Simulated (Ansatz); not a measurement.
# Abstraction of Cl: CH7ClSi2 + C2H5AlCl → SiH2(CH3)(SiH2) + C2H5AlCl2

Species: CH7ClSi2 `C[SiH2][SiH2]Cl`, singlet; C2H5AlCl `C[CH2][Al][Cl]`, doublet; SiH2(CH3)(SiH2), doublet; C2H5AlCl2 (ethylaluminum dichloride) `C[CH2][Al]([Cl])[Cl]`, singlet. A radical takes Cl: the energy is the difference in strength between the Si–Cl bond broken and the Al–Cl bond made.

Shapes, held fixed at every level: PBE0-D4/def2-TZVP. Flexible molecules stand in one conformer, not always the lowest. Programs: Ansatz 0.2.0. Electronic energies: no zero-point or thermal term.

| level | kind | ΔE (kJ/mol) | less CCSD(T)/CBS estimate |
| --- | --- | --- | --- |
| HF/def2-TZVPP | Hartree–Fock | -57.4 | -1.5 |
| r2SCAN-D4/def2-TZVPP | meta-GGA | -57.7 | -1.8 |
| B3LYP-D4/def2-TZVPP | global hybrid | -50.1 | +5.8 |
| wB97X-V/def2-TZVPP | range-separated hybrid | -53.2 | +2.7 |
| CCSD(T)/def2-TZVPP | coupled cluster or CI | -58.9 | -3.0 |
| CCSD/def2-TZVPP | coupled cluster or CI | -60.3 | -4.4 |
| CCSD(T)/CBS estimate | coupled cluster or CI | -55.9 | 0.0 |

The highest level, CCSD(T)/CBS estimate, gives ΔE = -55.9 kJ/mol; the levels span -60.3 to -50.1. The column of differences is taken from that level and isn't an error. No measured value is set beside it here. Open shells run unrestricted. The CBS estimate extrapolates MP2 from def2-TZVPP and def2-QZVPP and adds CCSD(T) − MP2 in the triple-zeta set, cores frozen.
